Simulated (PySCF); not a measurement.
How methods differ on the excitation energy of Ti⁺

Ti⁺ [Ar] 3d2 4s1 (4F) → Ti⁺ [Ar] 3d2 4p1 (high-spin determinant), as a difference of total energies. Calculation: PySCF 2.14, in aug-cc-pVTZ (8s7p5d3f2g, 93 functions); the non-relativistic Hamiltonian (point nucleus). Correlated levels: valence: [Ar] frozen. The calculations carry no spin-orbit coupling.

```csv
method,excitation energy (eV)
UHF,3.524
MP2 (valence),3.574
SCS-MP2 (valence),3.541
CCSD (valence),3.543
CCSD(T) (valence),3.535
```

The determinant of the upper state mixes LS terms, which raises its energy above the lowest term, most at the Hartree-Fock and MP2 levels.
